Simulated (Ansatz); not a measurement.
Stepwise reaction of `C[SiH2]F` with water, as a gas-phase model of exchange steps in deposition or etching. ΔE in kJ/mol; ΔG adds harmonic PBE0-D4 terms to CCSD(T)/CBS, at 1 bar.

Computed with Ansatz on PBE0-D4/def2-TZVP structures; ΔE is electronic, products minus reactants. CCSD(T)/CBS is the MP2 limit (def2-TZVPP, def2-QZVPP) plus CCSD(T) − MP2 in def2-TZVPP, frozen cores. This one scheme is used for every species. DFT in def2-TZVPP. B3LYP here is the variant with VWN-RPA as its local correlation; programs differ in this. One conformer a species, not always the lowest.

```
step                              reaction  PBE-D4  B3LYP-D4  ωB97M-V  CCSD(T)/CBS  ΔG(600 K)
   1  `C[SiH2]F` + H₂O → `C[SiH](O)F` + H₂   -90.4     -95.9    -97.1        -93.8      -89.1
```

Q: Give the row of step 2, `C[SiH](O)F` + H₂O → `C[Si](O)(O)F` + H₂. (Best estimate.)

A: Ansatz gave: 
```
step                                  reaction  PBE-D4  B3LYP-D4  ωB97M-V  CCSD(T)/CBS  ΔG(600 K)
   2  `C[SiH](O)F` + H₂O → `C[Si](O)(O)F` + H₂   -97.7    -104.4   -105.5       -101.8      -97.5
```

Q: By hand: ΔE of the 2 steps together at CCSD(T)/CBS.

A: (-93.8) + (-101.8) = -195.6 kJ/mol, or -97.8 kJ/mol a step.

In ΔE each step is lower than the one before. All are downhill at CCSD(T)/CBS. ΔG lies between -97.5 and -89.1 kJ/mol a step. PBE-D4 differs from CCSD(T)/CBS by 3.4 to 4.1 kJ/mol a step. Isolated molecules leave out the surface, adducts and barriers. Largest T1 diagnostic: 0.011.
